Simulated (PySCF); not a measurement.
Si(F)(Me)(NH2)2 (CH7FN2Si), SMILES N[Si](C)(N)F. The structure is a stationary point at PBE0-D3(BJ)/def2-SVP. This is a generated structure with no PubChem entry under its InChIKey; it may be hypothetical. Other conformers were not sampled.

Calculation: PySCF with PBE0-D3(BJ)/def2-SVP.

Harmonic wavenumbers (cm⁻¹): 141, 187, 196, 232, 273, 301, 311, 343, 383, 426, 668, 730, 762, 792, 811, 865, 936, 965, 1272, 1428, 1430, 1532, 1539, 3059, 3160, 3169, 3621, 3633, 3725, 3738. Rotational constants (GHz): 3.756, 3.570, 3.233; symmetry number 1.

Problem. Work out the zero-point energy and the ideal-gas rigid-rotor harmonic-oscillator thermochemistry at 298.15 K and 1 atm.

Solution. ZPE = ½ Σ hcν = ½ × 40628 cm⁻¹ = 243.01 kJ/mol. H − E(el) = 266.69 kJ/mol. Entropy in J/(mol K): translation 165.43, rotation 110.49, vibration 76.47, total 352.39. G − E(el) = 161.62 kJ/mol. Cp = 127.59 J/(mol K). Modes under 150 cm⁻¹ make the vibrational entropy uncertain.
